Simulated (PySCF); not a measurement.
Compound: C3H7NOSi.
SMILES: `O=CC/C=N\[SiH3]`

Torsions of this conformer, `[O:1]=[CH:2][CH2:3]/[CH:4]=[N:5]\[SiH3:6]`: O1–C2–C3–C4 -119°, C2–C3–C4–N5 -87°.

The closed-shell ground state was solved at several levels (PySCF, density fitting, gas phase, non-relativistic). Geometry: PBE0-D3(BJ)/def2-SVP, one conformer, isolated molecule.

| level | basis functions | total energy (Eh) | HOMO (eV) | LUMO (eV) | gap (eV) | dipole (D) |
| --- | --- | --- | --- | --- | --- | --- |
| PBE0/def2-TZVP | 234 | -537.6638 | -7.27 | -1.71 | 5.56 | 1.65 |
| CAM-B3LYP/pcSseg-1 | 144 | -537.8246 | -8.63 | -0.47 | 8.16 | 1.72 |
| PBE0/cc-pVDZ | 123 | -537.5668 | -7.05 | -1.45 | 5.60 | 1.48 |
| B3LYP/6-31G* | 102 | -537.9637 | -6.77 | -1.56 | 5.21 | 1.56 |
| PBE0/STO-3G | 41 | -531.0271 | -3.97 | 2.10 | 6.07 | 1.63 |
| PBE0/aug-cc-pVDZ | 205 | -537.5863 | -7.25 | -1.73 | 5.52 | 1.73 |
| PBE0/def2-SVP | 123 | -537.2815 | -7.14 | -1.56 | 5.58 | 1.55 |
| PBE0/IGLO-III | 289 | -537.6689 | -7.30 | -1.75 | 5.55 | 1.71 |
| PBE0/cc-pVTZ | 282 | -537.6561 | -7.23 | -1.65 | 5.58 | 1.60 |
| PBE0/pcSseg-0 | 72 | -536.6091 | -7.03 | -1.62 | 5.41 | 1.90 |
| wB97X-D/pcSseg-1 | 144 | -537.8415 | -9.15 | 0.14 | 9.29 | 1.72 |

Estimate the row for PBE0/pcSseg-2, a basis of 321 functions; the other rows only guide the guess.

Total energy -537.6697 Eh, HOMO -7.29 eV, LUMO -1.75 eV, gap 5.54 eV, dipole 1.73 D.

Over all these levels, which gives the widest orbital gap and which the narrowest?

wB97X-D/pcSseg-1 (range-separated hybrid) has the widest, 9.29 eV, and B3LYP/6-31G* (global hybrid, 20 % exact exchange) the narrowest, 5.21 eV. Functional and basis both differ between the two, so the spread mixes both effects.

How much does the basis alone move the frontier levels among the 9 PBE0 rows (the withheld one included)?

The HOMO by 3.33 eV and the LUMO by 3.85 eV. By rising basis size (HOMO, LUMO in eV): STO-3G -3.97, 2.10; pcSseg-0 -7.03, -1.62; cc-pVDZ -7.05, -1.45; def2-SVP -7.14, -1.56; aug-cc-pVDZ -7.25, -1.73; def2-TZVP -7.27, -1.71; cc-pVTZ -7.23, -1.65; IGLO-III -7.30, -1.75; pcSseg-2 -7.29, -1.75.

How far do the dipole and the HOMO energy spread over the levels?

The dipole runs from 1.48 to 1.90 D (mean 1.66 D) and the HOMO from -9.15 to -3.97 eV.

The pairwise dispersion term of wB97X-D wasn't added to the energies; at a given geometry it leaves orbitals and properties as they are.
